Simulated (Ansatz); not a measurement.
The cluster Al9⁺, relaxed as a singlet with RKS PBE-D4/def2-SVP in Ansatz, starting from the GFN1-xTB geometry. Force threshold 0.02 eV/Å.

The restricted singlet is unstable towards broken spin symmetry in Hartree–Fock (as tested in another run); at PBE-D4/def2-SVP this wasn't settled. Another isomer (singlet) lies 0.85 eV lower at PBE0-D4/def2-TZVP; other spin states weren't run for this one.

Start:

```xyz
9

Al    1.4150   -0.3807    2.2776
Al   -3.1496   -1.0441   -0.6008
Al   -2.5426    1.0754    0.6533
Al   -0.0574    0.5792    0.3072
Al    2.8009    1.5752    1.2237
Al    1.5792    2.1953   -0.9849
Al    0.3892    0.2584   -2.6608
Al    0.2382   -2.5498    1.0375
Al   -0.6729   -1.7091   -1.2528
```

Q: Estimate the energy that the relaxation releases and the steps that it takes.

A: 1.03 eV, in 12 steps; 35 s on 4 threads of Arm Neoverse V2 on a shared host. No frequencies were taken in this run, so the end may be a saddle point.

Q: Does the start keep its bonding?

A: Bonds formed: Al2–Al8, Al4–Al5, Al4–Al8 (atoms count from 1).

Q: Predict the relaxed structure.

A: 
Cartesian coordinates in Å:
```
Al 1.381 -0.654 2.132
Al -2.505 -1.345 0.109
Al -2.344 1.294 0.564
Al 0.040 0.386 0.117
Al 2.285 1.597 1.245
Al 1.578 2.318 -1.146
Al 0.498 0.421 -2.509
Al -0.317 -2.289 1.101
Al -0.616 -1.728 -1.613
```
Bond lengths (bridged metal pairs left out): 16 × Al–Al 2.57 to 2.87 Å.
